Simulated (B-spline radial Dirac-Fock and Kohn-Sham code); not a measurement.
**Re⁺ in Watson spheres of different radius**

Model: Dirac-Fock ΔSCF + Breit + QED. Program: an atomic code on a B-spline grid. The ion, [Xe] 4f14 5d5 6s1, sits in a hollow sphere of charge Q = -1, a simple model of the Madelung potential. Inside the sphere an electron's potential energy is raised by the constant 14.40·|Q|/R eV, so binding energies fall by about that much as long as the orbitals stay inside.

```tsv
radius (Å)	14.40 |Q|/R (eV)	1s (eV)	2s (eV)	2p1/2 (eV)	2p3/2 (eV)	3s (eV)	3p1/2 (eV)	3p3/2 (eV)	3d3/2 (eV)	3d5/2 (eV)	4s (eV)	4p1/2 (eV)	4p3/2 (eV)	4d3/2 (eV)	4d5/2 (eV)	4f5/2 (eV)	4f7/2 (eV)	5p1/2 (eV)	5p3/2 (eV)	5d (eV)	6s (eV)
1.6	9.00	71682.4	12545.1	11969.2	10545.7	2949.7	2695.2	2382.3	1960.3	1893.7	641.5	534.9	461.8	286.7	273.3	51.21	48.82	62.08	51.12	8.36	6.80
3	4.80	71685.8	12548.5	11972.6	10549.1	2953.2	2698.6	2385.7	1963.7	1897.2	644.9	538.3	465.2	290.2	276.7	54.63	52.24	65.54	54.60	11.85	9.85
```

From the smallest to the largest radius 1s moves by +3.4 eV, while the constant potential alone would give +4.2 eV; the difference comes from charge outside the sphere and its screening.

Values without a named source are computed, but for edge energies of neutral atoms, which are taken from tables.
